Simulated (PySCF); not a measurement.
[Gd(P5)2]+ at several levels of theory

Computed with PySCF 2.14.0 (density fitting, no spin-orbit coupling) at the geometry relaxed with r2SCAN:

```xyz
11
[Gd(P5)2]+ (singlet in the valence; each metal's 4f electrons, 7 of them, lie in its core potential, out of spins and levels)
Gd    0.0000    0.0000    0.0000
P     0.0000    1.8242    2.4792
P    -1.7349    0.5637    2.4792
P    -1.0722   -1.4758    2.4792
P     1.0722   -1.4758    2.4792
P     1.7349    0.5637    2.4792
P     0.0000   -1.8242   -2.4792
P    -1.7349   -0.5637   -2.4792
P    -1.0722    1.4758   -2.4792
P     1.0722    1.4758   -2.4792
P     1.7349   -0.5637   -2.4792
```

```
 level                                    basis    state  HOMO (eV)  gap (eV)  charge on Gd1 (e)  population of f-type functions on Gd1 (polarisation alone where 4f lies in the core)  dipole about the centre of mass (D)  largest force component (eV/Å)
r2SCAN    Gd lcecp-1-SVP with ECP53, P def2-SVP  singlet     -10.56      1.48               1.22                                                                                  0.03                                 0.00                            0.10
 TPSSh                                 the same  singlet     -10.79      2.06               1.21                                                                                  0.03                                 0.00                            0.08
  TPSS                                 the same  singlet     -10.37      1.40               1.18                                                                                  0.03                                 0.00                            0.10
 B3LYP                                 the same  singlet     -10.97      2.57               0.85                                                                                  0.03                                 0.00                            0.10
r2SCAN  Gd lcecp-1-TZVP with ECP53, P def2-TZVP  singlet     -10.24      1.45               1.33                                                                                  0.04                                 0.00                            0.39
```

In the lcecp rows the 4f levels are missing from HOMO and gap, and the state counts the valence alone.

Charges are Mulliken's, which hang on the basis. The relaxation used the grid (50, 194), these runs (75, 302) or, all-electron (x2c bases, spin-free X2C Hamiltonian), (99, 590).

Problem. What does CAM-B3LYP with Gd lcecp-1-SVP with ECP53, P def2-SVP give here?

Solution. state singlet, HOMO (eV) -12.37, gap (eV) 5.06, charge on Gd1 (e) 0.79, population of f-type functions on Gd1 (polarisation alone where 4f lies in the core) 0.03, dipole about the centre of mass (D) 0.00, largest force component (eV/Å) 0.38. Time: 34 s on 4 threads of Intel(R) Xeon(R) Platinum 8488C (Sapphire Rapids), with other jobs on the host, from an already converged density.

In the first row's basis the gap widens with exact exchange: 1.4 to 1.5 eV for TPSS, r2SCAN (none); 2.1 to 2.6 eV for TPSSh, B3LYP (a fixed share); 5.1 eV for CAM-B3LYP (rising or full at long range).

No frequency check is given that shows the relaxed geometry to be a minimum. An lcecp potential fixes the number of 4f electrons, so in runs with it no electron can move into or out of that shell.
